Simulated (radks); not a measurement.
Fractional charge and spin in the 5s shell of antimony: the spin-up occupation runs from 0 to 1 and the spin-down occupation from 0 to 1; the fullest corner is Sb, [Kr] 4d10 5p(up 1.5, down 1.5) 5s(up 1, down 1). Method: scalar-relativistic Kohn-Sham, PBE, spin-polarised, spherical densities, finite nucleus; Fermi nuclear charge, rms radius of each element as measured or else 0.836 A^(1/3) + 0.57 fm; computed with a radial shooting solver on a logarithmic mesh with Libxc functionals. Energy (eV) minus the two flat planes that join the four corners (they meet along the diagonal where the two added fractions sum to one electron); zero is where a piecewise linear energy would lie.

down \ up       0     0.5       1
0           0.000  -1.146   0.000
0.5        -1.146   0.215  -1.024
1           0.000  -1.024   0.000

Corners above the fullest one (they belong to Sb+ and the next ion): (up 1, down 0) 16.834 eV, (up 0, down 1) 16.834 eV, (up 0, down 0) 43.227 eV. With half an added electron in each spin the energy lies 0.215 eV from the planes, and with half an added electron in spin up alone -1.146 eV. The planes are only a guide here: the flat-plane condition holds for ground states with one frontier orbital, while this shell lies below other occupied shells, so the corners above the fullest one are inner-hole states and not the ground states of those ions.
